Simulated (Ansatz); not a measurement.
Input and output for CH₆BNSi, SMILES `B[SiH2]N=C`.

```yaml
crystal:
  periodic: [false, false, false]
  atoms:
    - {symbol: B, position_ang: [-1.809650, 0.616986, -0.808685]}
    - {symbol: Si, position_ang: [-0.103143, -0.419344, -0.626370]}
    - {symbol: N, position_ang: [1.129045, 0.465196, 0.241097]}
    - {symbol: C, position_ang: [1.662968, 0.072978, 1.309208]}
    - {symbol: H, position_ang: [-2.730421, 0.117195, -1.387362]}
    - {symbol: H, position_ang: [-1.959035, 1.718421, -0.371255]}
    - {symbol: H, position_ang: [0.433353, -0.684451, -1.992134]}
    - {symbol: H, position_ang: [-0.384811, -1.745189, 0.021404]}
    - {symbol: H, position_ang: [2.423253, 0.686462, 1.807168]}
    - {symbol: H, position_ang: [1.421340, -0.879353, 1.809830]}
basis:
  gaussian: {orbitals: STO-3G}
total_charge: -1
magnetization: {spin_polarized: true, initial_magnetization: 1}
hamiltonian: {xc: {name: BHLYP}, dispersion: d3bj}
output: {forces: true}
```

```sh
$ ansatz run in.yaml --threads 2 --pin off --events-out ev --progress --plain --max-ram 4352MiB
```

Output, abridged:

```
Functional definition: BHLYP
381 factors; integrals over basis functions are off by at most 5.0e-5 eV
mean field evaluation 1: about -11036.2699 eV, gradient 1.8e1 eV
mean field evaluation 2: about -11037.4289 eV, gradient 1.5e1 eV
mean field evaluation 4: about -11038.8854 eV, gradient 1.2e0 eV
mean field evaluation 8: about -11038.9024 eV, gradient 5.3e-2 eV
mean field evaluation 16: about -11038.9025 eV, gradient 1.8e-4 eV
mean field -11038.90250040 eV, -405.6721844529 hartree, gradient 2.8e-5 eV, S^2 0.756078; 0 other end points of the search recorded, 0 dependent functions left out
reference -11038.90263015 eV, -405.6721892212 hartree; 20, 19 occupied and 10, 11 virtual orbitals, 381 factors
Total energy: -11039.17171196 eV, -405.6820777950 hartree
Atom 0 at    -1.809650     0.616986    -0.808685 Å, force     0.061572     0.120190     0.102981 eV/Å
Atom 1 at    -0.103143    -0.419344    -0.626370 Å, force    -4.331978    -0.096366    -1.648202 eV/Å
Atom 2 at     1.129045     0.465196     0.241097 Å, force     0.893841     0.890968    -1.041353 eV/Å
Atom 3 at     1.662968     0.072978     1.309208 Å, force     0.282901    -0.578296     1.002442 eV/Å
Atom 4 at    -2.730421     0.117195    -1.387362 Å, force     0.913483     0.212693     0.495026 eV/Å
Atom 5 at    -1.959035     1.718421    -0.371255 Å, force     0.337115    -0.952702    -0.281890 eV/Å
Atom 6 at     0.433353    -0.684451    -1.992134 Å, force     0.391381    -0.272658     1.305469 eV/Å
Atom 7 at    -0.384811    -1.745189     0.021404 Å, force     1.168001     0.741701    -0.535517 eV/Å
Atom 8 at     2.423253     0.686462     1.807168 Å, force     0.098996    -0.048839     0.313260 eV/Å
Atom 9 at     1.421340    -0.879353     1.809830 Å, force     0.184688    -0.016692     0.287784 eV/Å
Dipole moment:     1.263101    -0.573581     0.555069 e Å
```

Hardware: 2 threads of an AMD EPYC 7B13 on a shared host. Wall time 1.1 s, peak host memory 0.4 GiB.
